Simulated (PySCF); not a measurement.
## Bond curve of LaSi

Set-up: basis La x2c-TZVPall, Si x2c-TZVPall; spin-free X2C with a Gaussian nucleus; PySCF 2.14. Energies in eV from La (5d1 6s2) + Si in their ground configurations at the same level. State: quartet, about 0.0 electrons in the 4f shell (Mulliken).

All columns are PW91. A positive dipole means La(−)Si(+).

```json
{"R (Å)": "2.221", "E (eV)": "-1.912", "μ (D)": "-3.05", "Mulliken charge on La (basis-dependent)": "0.37", "HOMO (eV)": "-3.35", "LUMO (eV)": "-3.78", "Mayer bond order": "2.42", "⟨S²⟩": "3.76"}
{"R (Å)": "2.325", "E (eV)": "-2.477", "μ (D)": "-3.47", "Mulliken charge on La (basis-dependent)": "0.36", "HOMO (eV)": "-3.39", "LUMO (eV)": "-3.60", "Mayer bond order": "2.35", "⟨S²⟩": "3.76"}
{"R (Å)": "2.428", "E (eV)": "-2.801", "μ (D)": "-3.83", "Mulliken charge on La (basis-dependent)": "0.35", "HOMO (eV)": "-3.43", "LUMO (eV)": "-3.44", "Mayer bond order": "2.30", "⟨S²⟩": "3.76"}
{"R (Å)": "2.506", "E (eV)": "-2.925", "μ (D)": "-4.08", "Mulliken charge on La (basis-dependent)": "0.33", "HOMO (eV)": "-3.45", "LUMO (eV)": "-3.33", "Mayer bond order": "2.26", "⟨S²⟩": "3.76"}
{"R (Å)": "2.583", "E (eV)": "-2.970", "μ (D)": "-4.31", "Mulliken charge on La (basis-dependent)": "0.32", "HOMO (eV)": "-3.47", "LUMO (eV)": "-3.24", "Mayer bond order": "2.23", "⟨S²⟩": "3.76"}
{"R (Å)": "2.660", "E (eV)": "-2.954", "μ (D)": "-4.51", "Mulliken charge on La (basis-dependent)": "0.31", "HOMO (eV)": "-3.50", "LUMO (eV)": "-3.20", "Mayer bond order": "2.20", "⟨S²⟩": "3.76"}
{"R (Å)": "2.764", "E (eV)": "-2.863", "μ (D)": "-4.75", "Mulliken charge on La (basis-dependent)": "0.29", "HOMO (eV)": "-3.50", "LUMO (eV)": "-3.24", "Mayer bond order": "2.17", "⟨S²⟩": "3.76"}
{"R (Å)": "2.893", "E (eV)": "-2.670", "μ (D)": "-5.01", "Mulliken charge on La (basis-dependent)": "0.26", "HOMO (eV)": "-3.40", "LUMO (eV)": "-3.28", "Mayer bond order": "2.13", "⟨S²⟩": "3.76"}
{"R (Å)": "3.048", "E (eV)": "-2.375", "μ (D)": "-5.25", "Mulliken charge on La (basis-dependent)": "0.24", "HOMO (eV)": "-3.31", "LUMO (eV)": "-3.32", "Mayer bond order": "2.09", "⟨S²⟩": "3.76"}
{"R (Å)": "3.255", "E (eV)": "-1.935", "μ (D)": "-5.60", "Mulliken charge on La (basis-dependent)": "0.23", "HOMO (eV)": "-3.17", "LUMO (eV)": "-3.38", "Mayer bond order": "2.02", "⟨S²⟩": "3.77"}
```

A fit through these points gives, at Re = 2.599 Å, μ = -4.35 D and dμ/dR = -2.70 D/Å; the reduced mass is 23.29 u.

Problem. How strong is the fundamental in the double-harmonic approximation, I = 42.26·(dμ/dR)²/μred km/mol?

Solution. I = 42.26·(-2.70)²/23.29 = 13.2 km/mol at PW91.

Spin–orbit coupling is left out, which matters for elements this heavy, above all for dissociation energies. With d or f electrons several states lie close, and the lowest PBE0 determinant need not be the measured ground state.

At some distances an empty level lies below a filled one, because the occupation is held.
